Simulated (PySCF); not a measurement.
Ligand exchange on a metal centre used in film growth or etching (Zn OH-NH2). Isolated molecules, 0 K electronic values unless said otherwise. One relaxed conformer stands for each flexible species; it need not be the lowest.

The HOMO–LUMO gap from two functionals at the same geometries (PBE-D3(BJ)/def2-SVP), both in PySCF: PBE-D3(BJ)/def2-TZVP and TPSSh-D3(BJ)/def2-TZVP. 

```tsv
species	TPSSh-D3(BJ)/def2-TZVP (eV)
0 of 2 OH replaced by NH2 ([Zn(OH)2])	5.96
1 of 2 OH replaced by NH2	5.31
2 of 2 OH replaced by NH2	5.35
```

**Question.** What does PBE-D3(BJ)/def2-TZVP give for each?

**Answer.** 
- 0 of 2 OH replaced by NH2 ([Zn(OH)2]): 4.71
- 1 of 2 OH replaced by NH2: 4.24
- 2 of 2 OH replaced by NH2: 4.31
Over these rows, drawn at random from the members with no instability flagged (it was tested for open shells, ions and some series alone), PBE minus TPSSh-D3(BJ): mean -1.12 eV, from -1.25 eV to -1.04 eV.
